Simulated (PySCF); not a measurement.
# UHF on Si+ (silicon, charge +1)

Configuration: [Ne] 3s2 3p1, 2P determinant. Computed with PySCF 2.14 in x2c-SVPall, with the spin-free X2C one-electron Hamiltonian (Gaussian nucleus).

```
Total energy                                                  : -289.067590 hartree
One-electron energy                                           : -396.5265 hartree
Hartree (Coulomb) energy                                      : 127.5882 hartree
Exchange energy                                               : -20.1293 hartree
⟨S²⟩                                                          : 0.7608
⟨L²⟩                                                          : 2.033
Sum of ⟨r⟩                                                    : 11.25 bohr
Sum of ⟨r²⟩                                                   : 20.46 bohr²
Traceless quadrupole moment −½Σ⟨3z² − r²⟩ along its main axis : -2.98 e·bohr²
Langevin diamagnetic susceptibility                           : -16.2 ×10⁻⁶ cm³/mol
Time after the integrals                                      : 0.06 s of wall time on 1 thread of Intel(R) Xeon(R) Platinum 8375C CPU @ 2.90GHz (shared host)
```

| shell | electrons | mean orbital energy (eV) | spread (eV) | rms radius, mean of both spins (bohr) |
| --- | --- | --- | --- | --- |
| 1s α | 1 | -1886.0 | 0 | 0.129 |
| 1s β | 1 | -1885.8 | 0 | 0.129 |
| 2s α | 1 | -177.93 | 0 | 0.613 |
| 2s β | 1 | -177.74 | 0 | 0.613 |
| 2p α | 3 | -125.58 | 0.318 | 0.599 |
| 2p β | 3 | -125.24 | 0.451 | 0.599 |
| 3s α | 1 | -24.058 | 0 | 2.25 |
| 3s β | 1 | -21.694 | 0 | 2.25 |
| 3p α | 1 | -16.114 | 0 | 2.72 |

Densities and radii are taken from the X2C orbitals without a picture-change correction, which distorts them close to the nucleus.
